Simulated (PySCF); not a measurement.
SbF₂, SMILES [F][Sb][F], multiplicity 2.

The structure is a stationary point at B3LYP-D3(BJ)/def2-TZVP. The multiplicity is an assumed one; other spin states were not compared. The isomer is the one that the SMILES or the coordinates give; other isomers of the formula were not compared. The def2 effective core potentials stand for the cores of Sb; spin–orbit coupling is left out.

Level of theory: TDA-LC-ωPBE/def2-SVPD (PySCF 2.14.0).

Vertical excitations. The molecule is in vacuum.

Computed lowest excited states:
```
state    energy (eV)  λ (nm)      f                                                   main pairs
-------  -----------  ------  -----  -----------------------------------------------------------
root 1          2.75     451  0.000                                             α HOMO→LUMO 98 %
root 2          3.50     354  0.005                                           α HOMO→LUMO+1 96 %
root 3          5.46     227  0.040                                             β HOMO→LUMO 95 %
root 4          6.20     200  0.000                       α HOMO−1→LUMO 34 %, β HOMO→LUMO+1 56 %
root 5          6.28     197  0.150                                           α HOMO→LUMO+2 95 %
root 6          7.01     177  0.002  α HOMO−1→LUMO+1 35 %, α HOMO→LUMO+4 6 %, β HOMO→LUMO+2 52 %
root 7          7.15     173  0.000                                           β HOMO−1→LUMO 98 %
root 8          7.30     170  0.002                        α HOMO−1→LUMO 6 %, β HOMO−2→LUMO 86 %
root 9          7.77     160  0.001                      α HOMO−1→LUMO+1 7 %, β HOMO−3→LUMO 84 %
root 10         7.95     156  0.000                                           β HOMO−4→LUMO 89 %
```
Unrestricted roots are not spin-pure.
